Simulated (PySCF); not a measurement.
This script is equivalent to a calculation on Cu⁺ (copper, charge +1).

```python
from pyscf import gto, scf, dft, mp, cc
import basis_set_exchange as bse
mol = gto.M(atom="Cu 0 0 0", charge=1, spin=0, symmetry="D2h",
            basis=gto.basis.parse(bse.get_basis("6-31G*", elements=["Cu"], fmt="nwchem", header=False)))
mf = scf.UHF(mol)
mf.irrep_nelec = {'Ag': (5, 5), 'B1g': (1, 1), 'B2g': (1, 1), 'B3g': (1, 1), 'B1u': (2, 2), 'B2u': (2, 2), 'B3u': (2, 2)}
mf.kernel()
```

**Question.** What total energy does it give?

**Answer.** -1638.35038 hartree (calculated).

**Question.** Which occupied shell lies highest, and where?

**Answer.** 3d, at -18.546 eV.
